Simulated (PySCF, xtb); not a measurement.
C₃F₃, SMILES FC(F)(F)C#[C], multiplicity 2.

Harmonic wavenumbers (cm⁻¹) from GFN2-xTB (xtb) at its own minimum, in rising order: 143, 143, 382, 382, 494, 510, 511, 768, 1058, 1059, 1129, 2311.

Q: What does PBE0-D3(BJ)/def2-SVP run with PySCF give at its own minimum? (An estimate is asked for; the answer gives what the named calculation found.)

A: 171, 171, 451, 451, 554, 611, 611, 842, 1249, 1249, 1282, 2297. Paired by order, the mean absolute difference is 90 cm⁻¹ and the zero-point energies are 12.7 and 14.2 kcal/mol.
